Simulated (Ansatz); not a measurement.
Molecule: sum formula Si₂NH₆F, charge 0, multiplicity 1. 
Geometry from a B3LYP-D3(BJ)/def2-TZVP (Ansatz, a quantum-chemistry and plane-wave program) optimisation:
SMILES: F[SiH2]N[SiH3]
```xyz
10

Si     0.9495    -0.7784    -0.1917
F      2.0851     0.0322     0.6081
N     -0.3466     0.2221    -0.6831
Si    -1.7785     0.6559     0.2008
H      0.4388    -1.8015     0.7365
H      1.6136    -1.3378    -1.3842
H     -0.2149     0.6993    -1.5657
H     -2.9965     0.3613    -0.5906
H     -1.8004     2.0978     0.5442
H     -1.7744    -0.1491     1.4406
```
Charge 0, spin multiplicity 1.

CCSD(T) with Ansatz in growing basis sets, 26 correlated electrons. Cores are frozen in the correlated levels unless marked. Open shells are spin-unrestricted. Spin-orbit coupling is left out. Non-relativistic. Costs are ratios of core time to the smallest set, on shared machines of one kind, and rough; they hold the program's checks for lower states.

```tsv
basis	functions	cost over smallest	E(corr) (Eh)	electronic atomisation energy (kcal/mol)
cc-pV(D+d)Z	104	1×	-0.6184	726.9
cc-pV(T+d)Z	222	20×	-0.7789	782.0
```

Formally CCSD grows as o²v⁴ and (T) as o³v⁴; with o = 13 and v going from 79 to 197 both grow 39-fold in the last step, while integrals and the mean field grow more slowly. That step adds 160.5 mEh of correlation energy and 55.1 kcal/mol to the atomisation energy.
